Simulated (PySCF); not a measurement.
**C₆ coefficients of unlike pairs at PBE**

Calculated with PySCF 2.14 from the dipole response of each species, C₆(A,B) = (3/π) ∫ α_A(iu) α_B(iu) du, in atomic units, from isotropic polarisabilities. For ions this is the dispersion term alone; charge-induced terms of lower order in 1/R come first.

```
species            configuration                                                                            basis      relativity  α (bohr³)  C₆ (like pair)
   Bi³⁺  [Xe] 4f14 5d10 6s2 (1S)                                                    aug-cc-pVQZ-DK3 (10s9p7d4f2g)   spin-free X2C      9.635           56.65
    O²⁺        [He] 2s2 2p2 (3P)      aug-cc-pVTZ with one added diffuse shell each of s, p, d, f type (6s5p4d3f)            none      1.749           2.350
    Sb⁺   [Kr] 4d10 5s2 5p2 (3P)                                        aug-cc-pwCVDZ-PP with ECP28MDF (6s5p4d1f)  core potential      25.49           206.4
    W²⁺       [Xe] 4f14 5d4 (5D)  x2c-TZVPPall with one added diffuse shell each of s, p, d, f type (12s8p8d4f1g)   spin-free X2C      13.98           84.08
```

Estimate C₆ for W²⁺ with Sb⁺.

The integral gives 129.2. The combination rule 2 C_A C_B / (C_A α_B/α_A + C_B α_A/α_B) gives 130.2 and the geometric mean 131.7.

No spin-orbit coupling is included.

The other pairs:

| pair | C₆ |
| --- | --- |
| O²⁺, Bi³⁺ | 11.49 |
| Sb⁺, O²⁺ | 20.33 |
| W²⁺, Bi³⁺ | 68.54 |
| W²⁺, O²⁺ | 13.78 |
| Sb⁺, Bi³⁺ | 103.0 |
